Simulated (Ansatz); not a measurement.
Harmonic vibrations of C3H8BO (`[BH]OC(C)C`) radical by finite differences.

```yaml
crystal:
  periodic: [false, false, false]
  atoms:
    - {symbol: B, position_ang: [0.828434, 2.239801, 0.372782]}
    - {symbol: O, position_ang: [0.014576, 1.292648, -0.056696]}
    - {symbol: C, position_ang: [0.254274, -0.113737, 0.140518]}
    - {symbol: C, position_ang: [-0.866736, -0.663449, 0.990884]}
    - {symbol: C, position_ang: [0.343445, -0.765789, -1.219120]}
    - {symbol: H, position_ang: [0.592151, 3.403367, 0.189920]}
    - {symbol: H, position_ang: [1.209198, -0.215857, 0.668513]}
    - {symbol: H, position_ang: [-0.722014, -1.732699, 1.159080]}
    - {symbol: H, position_ang: [-1.828352, -0.517830, 0.493247]}
    - {symbol: H, position_ang: [-0.898848, -0.163113, 1.960380]}
    - {symbol: H, position_ang: [-0.589017, -0.624834, -1.770647]}
    - {symbol: H, position_ang: [1.159489, -0.335779, -1.802546]}
    - {symbol: H, position_ang: [0.523703, -1.837430, -1.111415]}
basis:
  gaussian: {orbitals: def2-TZVP}
magnetization: {spin_polarized: true, initial_magnetization: 1}
hamiltonian: {xc: pbe0, dispersion: d4}
phonons: {temperatures: {t_min: 298.15, t_max: 900, t_step: 200}}
```

```sh
$ ansatz run in.yaml --threads 2 --pin off --events-out ev --progress --plain --max-ram 31744MiB --backend cuda --devices 0, --max-vram 18GiB
```

Shortened log:

```
Functional definition: PBE0
mean field -5958.93756895 eV, -218.9869165460 hartree, gradient 7.0e-5 eV, S^2 0.752583; 0 other end points of the search recorded, 0 dependent functions left out
mean field -5958.93751818 eV, -218.9869146803 hartree, gradient 3.0e-6 eV, S^2 0.752589; 0 other end points of the search recorded, 0 dependent functions left out
mean field -5958.93748002 eV, -218.9869132778 hartree, gradient 2.8e-6 eV, S^2 0.752578; 0 other end points of the search recorded, 0 dependent functions left out
mean field -5958.93746795 eV, -218.9869128342 hartree, gradient 2.7e-6 eV, S^2 0.752583; 0 other end points of the search recorded, 0 dependent functions left out
mean field -5958.93737012 eV, -218.9869092390 hartree, gradient 2.6e-6 eV, S^2 0.752584; 0 other end points of the search recorded, 0 dependent functions left out
mean field -5958.93754887 eV, -218.9869158079 hartree, gradient 1.3e-6 eV, S^2 0.752587; 0 other end points of the search recorded, 0 dependent functions left out
mean field -5958.93754216 eV, -218.9869155614 hartree, gradient 1.3e-6 eV, S^2 0.752580; 0 other end points of the search recorded, 0 dependent functions left out
mean field -5958.93749287 eV, -218.9869137499 hartree, gradient 2.7e-6 eV, S^2 0.752579; 0 other end points of the search recorded, 0 dependent functions left out
mean field -5958.93749030 eV, -218.9869136557 hartree, gradient 2.9e-6 eV, S^2 0.752588; 0 other end points of the search recorded, 0 dependent functions left out
mean field -5958.93742339 eV, -218.9869111968 hartree, gradient 2.6e-6 eV, S^2 0.752581; 0 other end points of the search recorded, 0 dependent functions left out
mean field -5958.93738942 eV, -218.9869099484 hartree, gradient 2.6e-6 eV, S^2 0.752586; 0 other end points of the search recorded, 0 dependent functions left out
mean field -5958.93754024 eV, -218.9869154910 hartree, gradient 1.2e-6 eV, S^2 0.752581; 0 other end points of the search recorded, 0 dependent functions left out
mean field -5958.93752511 eV, -218.9869149349 hartree, gradient 2.9e-6 eV, S^2 0.752586; 0 other end points of the search recorded, 0 dependent functions left out
mean field -5958.93739068 eV, -218.9869099948 hartree, gradient 2.8e-6 eV, S^2 0.752584; 0 other end points of the search recorded, 0 dependent functions left out
mean field -5958.93738460 eV, -218.9869097713 hartree, gradient 2.6e-6 eV, S^2 0.752583; 0 other end points of the search recorded, 0 dependent functions left out
mean field -5958.93743516 eV, -218.9869116293 hartree, gradient 2.7e-6 eV, S^2 0.752582; 0 other end points of the search recorded, 0 dependent functions left out
mean field -5958.93744604 eV, -218.9869120290 hartree, gradient 2.6e-6 eV, S^2 0.752585; 0 other end points of the search recorded, 0 dependent functions left out
mean field -5958.93740641 eV, -218.9869105728 hartree, gradient 2.7e-6 eV, S^2 0.752584; 0 other end points of the search recorded, 0 dependent functions left out
mean field -5958.93740483 eV, -218.9869105145 hartree, gradient 2.7e-6 eV, S^2 0.752583; 0 other end points of the search recorded, 0 dependent functions left out
mean field -5958.93738737 eV, -218.9869098729 hartree, gradient 2.6e-6 eV, S^2 0.752583; 0 other end points of the search recorded, 0 dependent functions left out
mean field -5958.93742995 eV, -218.9869114377 hartree, gradient 2.6e-6 eV, S^2 0.752584; 0 other end points of the search recorded, 0 dependent functions left out
mean field -5958.93737689 eV, -218.9869094879 hartree, gradient 2.6e-6 eV, S^2 0.752584; 0 other end points of the search recorded, 0 dependent functions left out
mean field -5958.93741332 eV, -218.9869108265 hartree, gradient 2.6e-6 eV, S^2 0.752583; 0 other end points of the search recorded, 0 dependent functions left out
mean field -5958.93741875 eV, -218.9869110263 hartree, gradient 2.6e-6 eV, S^2 0.752584; 0 other end points of the search recorded, 0 dependent functions left out
mean field -5958.93738142 eV, -218.9869096545 hartree, gradient 2.6e-6 eV, S^2 0.752583; 0 other end points of the search recorded, 0 dependent functions left out
mean field -5958.93739897 eV, -218.9869102994 hartree, gradient 2.6e-6 eV, S^2 0.752583; 0 other end points of the search recorded, 0 dependent functions left out
mean field -5958.93738651 eV, -218.9869098413 hartree, gradient 2.6e-6 eV, S^2 0.752584; 0 other end points of the search recorded, 0 dependent functions left out
mean field -5958.93737658 eV, -218.9869094764 hartree, gradient 2.6e-6 eV, S^2 0.752584; 0 other end points of the search recorded, 0 dependent functions left out
mean field -5958.93741680 eV, -218.9869109547 hartree, gradient 2.6e-6 eV, S^2 0.752583; 0 other end points of the search recorded, 0 dependent functions left out
mean field -5958.93738620 eV, -218.9869098301 hartree, gradient 2.6e-6 eV, S^2 0.752583; 0 other end points of the search recorded, 0 dependent functions left out
mean field -5958.93744239 eV, -218.9869118948 hartree, gradient 2.6e-6 eV, S^2 0.752584; 0 other end points of the search recorded, 0 dependent functions left out
mean field -5958.93756106 eV, -218.9869162560 hartree, gradient 2.7e-6 eV, S^2 0.752582; 0 other end points of the search recorded, 0 dependent functions left out
mean field -5958.93755916 eV, -218.9869161862 hartree, gradient 2.8e-6 eV, S^2 0.752585; 0 other end points of the search recorded, 0 dependent functions left out
mean field -5958.93750651 eV, -218.9869142514 hartree, gradient 2.6e-6 eV, S^2 0.752586; 0 other end points of the search recorded, 0 dependent functions left out
[...]
mean field -5958.93747264 eV, -218.9869130066 hartree, gradient 2.6e-6 eV, S^2 0.752583; 0 other end points of the search recorded, 0 dependent functions left out
mean field -5958.93755885 eV, -218.9869161749 hartree, gradient 2.6e-6 eV, S^2 0.752583; 0 other end points of the search recorded, 0 dependent functions left out
mean field -5958.93754673 eV, -218.9869157295 hartree, gradient 2.6e-6 eV, S^2 0.752584; 0 other end points of the search recorded, 0 dependent functions left out
mean field -5958.93748150 eV, -218.9869133323 hartree, gradient 2.6e-6 eV, S^2 0.752583; 0 other end points of the search recorded, 0 dependent functions left out
mean field -5958.93748902 eV, -218.9869136086 hartree, gradient 2.6e-6 eV, S^2 0.752584; 0 other end points of the search recorded, 0 dependent functions left out
mean field -5958.93754950 eV, -218.9869158312 hartree, gradient 2.6e-6 eV, S^2 0.752583; 0 other end points of the search recorded, 0 dependent functions left out
mean field -5958.93755777 eV, -218.9869161350 hartree, gradient 2.6e-6 eV, S^2 0.752584; 0 other end points of the search recorded, 0 dependent functions left out
mean field -5958.93754020 eV, -218.9869154895 hartree, gradient 2.6e-6 eV, S^2 0.752584; 0 other end points of the search recorded, 0 dependent functions left out
mean field -5958.93753033 eV, -218.9869151267 hartree, gradient 2.6e-6 eV, S^2 0.752583; 0 other end points of the search recorded, 0 dependent functions left out
mean field -5958.93754847 eV, -218.9869157933 hartree, gradient 2.6e-6 eV, S^2 0.752584; 0 other end points of the search recorded, 0 dependent functions left out
mean field -5958.93755939 eV, -218.9869161948 hartree, gradient 2.6e-6 eV, S^2 0.752583; 0 other end points of the search recorded, 0 dependent functions left out
mean field -5958.93753173 eV, -218.9869151783 hartree, gradient 2.6e-6 eV, S^2 0.752584; 0 other end points of the search recorded, 0 dependent functions left out
mean field -5958.93753946 eV, -218.9869154623 hartree, gradient 2.6e-6 eV, S^2 0.752583; 0 other end points of the search recorded, 0 dependent functions left out
mean field -5958.93748903 eV, -218.9869136091 hartree, gradient 2.6e-6 eV, S^2 0.752583; 0 other end points of the search recorded, 0 dependent functions left out
mean field -5958.93747851 eV, -218.9869132222 hartree, gradient 2.6e-6 eV, S^2 0.752584; 0 other end points of the search recorded, 0 dependent functions left out
mean field -5958.93749107 eV, -218.9869136839 hartree, gradient 2.6e-6 eV, S^2 0.752583; 0 other end points of the search recorded, 0 dependent functions left out
mean field -5958.93748721 eV, -218.9869135422 hartree, gradient 2.6e-6 eV, S^2 0.752583; 0 other end points of the search recorded, 0 dependent functions left out
mean field -5958.93754949 eV, -218.9869158309 hartree, gradient 2.6e-6 eV, S^2 0.752583; 0 other end points of the search recorded, 0 dependent functions left out
mean field -5958.93755783 eV, -218.9869161373 hartree, gradient 2.6e-6 eV, S^2 0.752584; 0 other end points of the search recorded, 0 dependent functions left out
mean field -5958.93752603 eV, -218.9869149688 hartree, gradient 2.6e-6 eV, S^2 0.752583; 0 other end points of the search recorded, 0 dependent functions left out
mean field -5958.93753668 eV, -218.9869153599 hartree, gradient 2.6e-6 eV, S^2 0.752584; 0 other end points of the search recorded, 0 dependent functions left out
mean field -5958.93750589 eV, -218.9869142284 hartree, gradient 2.6e-6 eV, S^2 0.752584; 0 other end points of the search recorded, 0 dependent functions left out
mean field -5958.93750255 eV, -218.9869141056 hartree, gradient 2.6e-6 eV, S^2 0.752583; 0 other end points of the search recorded, 0 dependent functions left out
mean field -5958.93753609 eV, -218.9869153385 hartree, gradient 2.6e-6 eV, S^2 0.752584; 0 other end points of the search recorded, 0 dependent functions left out
mean field -5958.93754495 eV, -218.9869156638 hartree, gradient 2.6e-6 eV, S^2 0.752583; 0 other end points of the search recorded, 0 dependent functions left out
mean field -5958.93752184 eV, -218.9869148148 hartree, gradient 2.6e-6 eV, S^2 0.752584; 0 other end points of the search recorded, 0 dependent functions left out
mean field -5958.93753526 eV, -218.9869153080 hartree, gradient 2.6e-6 eV, S^2 0.752583; 0 other end points of the search recorded, 0 dependent functions left out
mean field -5958.93755581 eV, -218.9869160632 hartree, gradient 2.6e-6 eV, S^2 0.752583; 0 other end points of the search recorded, 0 dependent functions left out
mean field -5958.93755009 eV, -218.9869158530 hartree, gradient 2.6e-6 eV, S^2 0.752583; 0 other end points of the search recorded, 0 dependent functions left out
mean field -5958.93746315 eV, -218.9869126578 hartree, gradient 2.6e-6 eV, S^2 0.752584; 0 other end points of the search recorded, 0 dependent functions left out
mean field -5958.93747282 eV, -218.9869130133 hartree, gradient 2.6e-6 eV, S^2 0.752583; 0 other end points of the search recorded, 0 dependent functions left out
mean field -5958.93754731 eV, -218.9869157506 hartree, gradient 2.6e-6 eV, S^2 0.752584; 0 other end points of the search recorded, 0 dependent functions left out
mean field -5958.93755895 eV, -218.9869161786 hartree, gradient 2.6e-6 eV, S^2 0.752583; 0 other end points of the search recorded, 0 dependent functions left out
Total energy: -5959.13209104 eV, -218.9940651008 hartree
Atom 0 at     0.828434     2.239801     0.372782 Å, force     0.001460     0.001177    -0.001298 eV/Å
Atom 1 at     0.014576     1.292648    -0.056696 Å, force    -0.000317     0.000322     0.002845 eV/Å
Atom 2 at     0.254274    -0.113737     0.140518 Å, force     0.000224     0.000197    -0.000453 eV/Å
Atom 3 at    -0.866736    -0.663449     0.990884 Å, force    -0.001711    -0.000303     0.000466 eV/Å
Atom 4 at     0.343445    -0.765789    -1.219120 Å, force     0.000411    -0.000302    -0.001970 eV/Å
Atom 5 at     0.592151     3.403367     0.189920 Å, force    -0.000486    -0.000551    -0.000282 eV/Å
Atom 6 at     1.209198    -0.215857     0.668513 Å, force    -0.001278    -0.000899    -0.000325 eV/Å
Atom 7 at    -0.722014    -1.732699     1.159080 Å, force     0.000284     0.000715     0.000128 eV/Å
Atom 8 at    -1.828352    -0.517830     0.493247 Å, force     0.001063    -0.000433     0.000417 eV/Å
Atom 9 at    -0.898848    -0.163113     1.960380 Å, force    -0.000165    -0.000198    -0.000766 eV/Å
Atom 10 at    -0.589017    -0.624834    -1.770647 Å, force     0.000923    -0.000262     0.000685 eV/Å
Atom 11 at     1.159489    -0.335779    -1.802546 Å, force    -0.000577    -0.000153     0.000422 eV/Å
Atom 12 at     0.523703    -1.837430    -1.111415 Å, force     0.000170     0.000690     0.000131 eV/Å
Dipole moment:    -0.087897    -0.405336    -0.032531 e Å
Vibrations: 59.38 221.05 245.37 302.99 351.68 391.72 495.28 542.00 784.37 928.92 933.01 951.23 995.25 1146.87 1172.66 1200.01 1363.07 1369.82 1404.64 1410.48 1425.04 1472.53 1476.27 1485.21 1499.97 2574.51 3042.52 3053.81 3057.64 3132.79 3138.72 3139.42 3141.16 cm⁻¹, zero-point energy 2.970006 eV
```

Run time 110 s (2 threads of an AMD EPYC 7R13 on a shared host and a share of an NVIDIA H100 80 GB); peak host memory 0.86 GiB.
